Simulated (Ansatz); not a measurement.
Start from `[NH2][In]([NH2])[Br]` and change one element to get `[NH2][In]([NH2])[Cl]`.

Ansatz, PBE0-D4/def2-TZVP geometries, multiplicity 1. Each molecule was computed in one conformer, which needn't be the lowest.

Elements past krypton have def2 core potentials. Scalar relativity is left out up to krypton.

| property | `[NH2][In]([NH2])[Br]` |
| --- | --- |
| LUMO energy (B3LYP/def2-TZVPP) / eV | -1.72 |
| LUMO energy (ωB97M-V/def2-TZVPP) / eV | 0.33 |
| HOMO energy (PBE0/def2-TZVPP) / eV | -7.34 |
| HOMO–LUMO gap (PBE/def2-TZVPP) / eV | 3.73 |
| HOMO–LUMO gap (ωB97M-V/def2-TZVPP) / eV | 10.00 |
| HOMO energy (B3LYP/def2-TZVPP) / eV | -7.09 |

Problem. What does the change do to each property? (Estimate.)

Solution. Ansatz gave: 
```tsv
property	`[NH2][In]([NH2])[Cl]`	shift
LUMO energy (B3LYP/def2-TZVPP) / eV	-1.59	0.13
LUMO energy (ωB97M-V/def2-TZVPP) / eV	0.54	0.21
HOMO energy (PBE0/def2-TZVPP) / eV	-7.50	-0.16
HOMO–LUMO gap (PBE/def2-TZVPP) / eV	3.95	0.22
HOMO–LUMO gap (ωB97M-V/def2-TZVPP) / eV	10.39	0.39
HOMO energy (B3LYP/def2-TZVPP) / eV	-7.25	-0.16
```

With PBE0 the HOMO falls by 0.16 eV and the LUMO rises by 0.15 eV, so the gap widens by about 0.31 eV. PBE moves the HOMO by -0.12 eV and ωB97M-V by -0.19 eV.

B3LYP here is the variant with VWN-RPA as its local correlation; programs differ in this.

Spin–orbit coupling is left out; it splits and shifts lone-pair levels of the heavy atoms by tenths of an eV.
